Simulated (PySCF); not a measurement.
Compound: C6H13NOSi2.
Geometry (GFN2-xTB, Å), atoms numbered from 1 in this order:
```
atom  x, y, z in Å
Si1    2.444    2.183    0.485
C2     1.159    0.899   -0.061
Si3    1.561   -0.895    0.404
C4     0.313   -2.135   -0.338
C5    -1.116   -1.979    0.189
C6    -1.723   -0.694   -0.236
N7    -2.265    0.199    0.531
C8    -2.676    1.195   -0.308
C9    -2.355    0.848   -1.579
O10   -1.749   -0.360   -1.539
H11    2.611    2.133    1.937
H12    1.989    3.521    0.094
H13    3.727    1.908   -0.166
H14    0.201    1.171    0.383
H15    1.025    0.971   -1.142
H16    1.552   -1.056    1.863
H17    2.879   -1.267   -0.128
H18    0.295   -2.050   -1.426
H19    0.646   -3.149   -0.115
H20   -1.136   -2.010    1.278
H21   -1.739   -2.796   -0.190
H22   -3.163    2.073    0.063
H23   -2.482    1.318   -2.532
```

Computed at PBE0/pcSseg-1 (PySCF, non-relativistic), with Q(14N) = 0.02044 b, Q(17O) = −0.0256 b: N7, 14N (I = 1): χzz = -4.471 MHz, η = 0.114; O10, 17O (I = 5/2): χzz = -8.316 MHz, η = 0.025.

(1) Find the zero-field quadrupole resonance frequencies of 14N at N7.

(2) Find the zero-field quadrupole resonance frequencies of 17O at O10.

Results:

(1) From ν± = (3/4)|χ|(1 ± η/3) and ν0 = |χ|η/2: ν+ 3.481 MHz, ν− 3.226 MHz, ν0 0.255 MHz (pyridine-type nitrogen).

(2) From the eigenvalues of H = χ/[4I(2I − 1)] × [3Iz² − I(I + 1) + η(Ix² − Iy²)], steps between neighbouring levels, labelled as for η = 0: ±1/2↔±3/2 1.248 MHz, ±3/2↔±5/2 2.494 MHz (furan-type oxygen).

In a crystal, neighbours and librations shift these lines. Geometry: GFN2-xTB, one conformer, isolated molecule. GFN2-xTB bond lengths can be off by several hundredths of an ångström, more for odd bonds, and the gradients follow them. With so small a basis the couplings can be 20 % off.
